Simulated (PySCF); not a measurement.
## Zinc: a sound run and one with changed settings

Sound run: Zn⁺ [Ar] 3d10 4s1, Zn²⁺ [Ar] 3d10. All numbers are calculated (PySCF 2.14, the non-relativistic Hamiltonian (point nucleus), in def2-TZVP). In the sound run the correlated levels freeze [Ar]. The sound run starts from symmetry-adapted Hartree-Fock orbitals and uses a fine grid where one is needed.

Changed run: the spin-free X2C one-electron Hamiltonian (Gaussian nucleus). This setting is unsound on purpose.

```
species   method  sound run (hartree)  changed run (hartree)  converged
    Zn⁺      UHF          -1777.52644            -1790.70162        yes
    Zn⁺     PBE0          -1778.81003            -1791.98177        yes
    Zn⁺      LDA          -1776.15369            -1789.31750        yes
    Zn⁺      MP2          -1777.89023            -1791.06983        yes
    Zn⁺  CCSD(T)          -1777.86219            -1791.04101        yes
   Zn²⁺      UHF          -1776.91679            -1790.08258        yes
   Zn²⁺     PBE0          -1778.14832            -1791.30857        yes
   Zn²⁺      LDA          -1775.46704            -1788.61843        yes
   Zn²⁺      MP2          -1777.25584            -1790.42455        yes
   Zn²⁺  CCSD(T)          -1777.22941            -1790.39751        yes
```

Ionisation energy of Zn⁺:

| method | sound run (eV) | changed run (eV) |
| --- | --- | --- |
| UHF | 16.589 | 16.845 |
| PBE0 | 18.006 | 18.319 |
| LDA | 18.685 | 19.023 |
| MP2 | 17.263 | 17.559 |
| SCS-MP2 | 17.144 | 17.435 |
| CCSD | 17.177 | 17.466 |
| CCSD(T) | 17.219 | 17.511 |

Most of the change in total energy is the relativistic energy itself. On top of that the contraction fixes the core shape for the Hamiltonian it was made with, so the changed run is not a good calculation with the other Hamiltonian either.

For comparison, NIST gives 17.964 eV between the lowest levels.
